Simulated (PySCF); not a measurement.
The dipole of `CO[C@@H](F)CCC([SiH3])[SiH3]` from its density and from atomic charges.

Coordinates (GFN2-xTB, Å) and charges (e) from the PBE0/pcSseg-1 density (PySCF):

```json
{"atom": "C1", "x": "4.276", "y": "0.014", "z": "-0.327", "Mulliken": "-0.0334", "IAO": "-0.2107", "Hirshfeld": "-0.0396", "ESP-fitted": "-0.1536"}
{"atom": "O2", "x": "2.960", "y": "0.240", "z": "-0.798", "Mulliken": "-0.5055", "IAO": "-0.3749", "Hirshfeld": "-0.1362", "ESP-fitted": "-0.3599"}
{"atom": "C3", "x": "1.971", "y": "-0.059", "z": "0.103", "Mulliken": "+0.4386", "IAO": "+0.3609", "Hirshfeld": "+0.1287", "ESP-fitted": "+0.4923"}
{"atom": "F4", "x": "2.046", "y": "0.816", "z": "1.184", "Mulliken": "-0.3474", "IAO": "-0.3488", "Hirshfeld": "-0.1248", "ESP-fitted": "-0.2818"}
{"atom": "C5", "x": "0.608", "y": "0.083", "z": "-0.560", "Mulliken": "-0.2138", "IAO": "-0.2702", "Hirshfeld": "-0.0822", "ESP-fitted": "-0.3141"}
{"atom": "C6", "x": "-0.522", "y": "-0.358", "z": "0.367", "Mulliken": "-0.2315", "IAO": "-0.2454", "Hirshfeld": "-0.0700", "ESP-fitted": "+0.1281"}
{"atom": "C7", "x": "-1.902", "y": "-0.274", "z": "-0.288", "Mulliken": "-0.8017", "IAO": "-0.6362", "Hirshfeld": "-0.1872", "ESP-fitted": "-0.2592"}
{"atom": "Si8", "x": "-3.194", "y": "-1.157", "z": "0.803", "Mulliken": "+0.5089", "IAO": "+0.5935", "Hirshfeld": "+0.3073", "ESP-fitted": "+0.2590"}
{"atom": "Si9", "x": "-2.413", "y": "1.515", "z": "-0.710", "Mulliken": "+0.4946", "IAO": "+0.5813", "Hirshfeld": "+0.3061", "ESP-fitted": "+0.3231"}
{"atom": "H10", "x": "4.405", "y": "-1.033", "z": "-0.030", "Mulliken": "+0.0925", "IAO": "+0.1262", "Hirshfeld": "+0.0405", "ESP-fitted": "+0.0832"}
{"atom": "H11", "x": "4.938", "y": "0.248", "z": "-1.157", "Mulliken": "+0.1261", "IAO": "+0.1632", "Hirshfeld": "+0.0547", "ESP-fitted": "+0.1309"}
{"atom": "H12", "x": "4.505", "y": "0.660", "z": "0.524", "Mulliken": "+0.1147", "IAO": "+0.1437", "Hirshfeld": "+0.0406", "ESP-fitted": "+0.1102"}
{"atom": "H13", "x": "2.111", "y": "-1.060", "z": "0.555", "Mulliken": "+0.0787", "IAO": "+0.1068", "Hirshfeld": "+0.0324", "ESP-fitted": "+0.0156"}
{"atom": "H14", "x": "0.621", "y": "-0.524", "z": "-1.466", "Mulliken": "+0.1294", "IAO": "+0.1473", "Hirshfeld": "+0.0443", "ESP-fitted": "+0.0819"}
{"atom": "H15", "x": "0.488", "y": "1.127", "z": "-0.847", "Mulliken": "+0.1464", "IAO": "+0.1483", "Hirshfeld": "+0.0402", "ESP-fitted": "+0.1213"}
{"atom": "H16", "x": "-0.323", "y": "-1.389", "z": "0.679", "Mulliken": "+0.1269", "IAO": "+0.1246", "Hirshfeld": "+0.0338", "ESP-fitted": "+0.0029"}
{"atom": "H17", "x": "-0.502", "y": "0.261", "z": "1.267", "Mulliken": "+0.1448", "IAO": "+0.1404", "Hirshfeld": "+0.0337", "ESP-fitted": "+0.0052"}
{"atom": "H18", "x": "-1.856", "y": "-0.831", "z": "-1.230", "Mulliken": "+0.1685", "IAO": "+0.1480", "Hirshfeld": "+0.0379", "ESP-fitted": "+0.1096"}
{"atom": "H19", "x": "-2.775", "y": "-2.550", "z": "1.002", "Mulliken": "-0.0813", "IAO": "-0.1177", "Hirshfeld": "-0.0789", "ESP-fitted": "-0.0817"}
{"atom": "H20", "x": "-4.496", "y": "-1.143", "z": "0.136", "Mulliken": "-0.0748", "IAO": "-0.1158", "Hirshfeld": "-0.0773", "ESP-fitted": "-0.0739"}
{"atom": "H21", "x": "-3.289", "y": "-0.499", "z": "2.107", "Mulliken": "-0.0692", "IAO": "-0.1179", "Hirshfeld": "-0.0756", "ESP-fitted": "-0.0723"}
{"atom": "H22", "x": "-2.220", "y": "2.359", "z": "0.469", "Mulliken": "-0.0625", "IAO": "-0.1160", "Hirshfeld": "-0.0739", "ESP-fitted": "-0.0718"}
{"atom": "H23", "x": "-1.627", "y": "2.043", "z": "-1.831", "Mulliken": "-0.0718", "IAO": "-0.1153", "Hirshfeld": "-0.0762", "ESP-fitted": "-0.0985"}
{"atom": "H24", "x": "-3.821", "y": "1.531", "z": "-1.110", "Mulliken": "-0.0771", "IAO": "-0.1152", "Hirshfeld": "-0.0780", "ESP-fitted": "-0.0966"}
```

Problem. Compute μ = Σ q r for each scheme (1 e·Å = 4.803 D) and compare with the dipole of the full density.

Solution. The full density gives (1.10, -1.64, -0.49) D, 2.04 D in size; dipole vectors point from the negative to the positive end.

```tsv
scheme	μx	μy	μz	size (D)	share of the full size (%)	angle to the full dipole (°)
Mulliken	-0.05	-1.56	0.12	1.56	77	40
IAO	-0.02	-2.10	-0.56	2.17	106	33
Hirshfeld	0.47	-0.82	-0.35	1.01	49	7
ESP-fitted	1.11	-1.66	-0.46	2.05	100	1
```

Problem. Which set comes closest?

Solution. Length of the difference vector: ESP-fitted 0.03 D, Hirshfeld 1.05 D, IAO 1.21 D, Mulliken 1.31 D. Closest: ESP-fitted. 

Problem. What is left for the Hirshfeld atoms' own dipoles?

Solution. The Hirshfeld atoms' densities add up to the full density, so μ = Σ q r + Σ (atomic dipoles). The atomic dipoles sum to (1.10, -1.64, -0.49) − (0.47, -0.82, -0.35) = (0.63, -0.82, -0.14) D, 1.05 D in size.

Problem. With the origin at the mean of the coordinates, (0.000, 0.001, -0.048) Å, which are the largest single terms, by size, of the Hirshfeld dipole along the direction of the full one?

Solution. Si9 -3.48, Si8 -1.47, H22 +1.14, H24 +1.14, O2 -1.04 D; all 24 atoms together +1.00 D. The single terms depend on the origin, their sum doesn't.

Problem. Give the size of the full dipole in other units.

Solution. 2.04 D = 0.803 au = 0.425 e·Å = 6.81 × 10⁻³⁰ C·m.

The structure is a single GFN2-xTB conformer in the gas phase; no vibrational or solvent corrections.

Conformer computed: `[CH3:1][O:2][C@@H:3]([F:4])[CH2:5][CH2:6][CH:7]([SiH3:8])[SiH3:9]`: C1–O2–C3–F4 66°, O2–C3–C5–C6 175°, C3–C5–C6–C7 -178°, C5–C6–C7–Si8 169°.
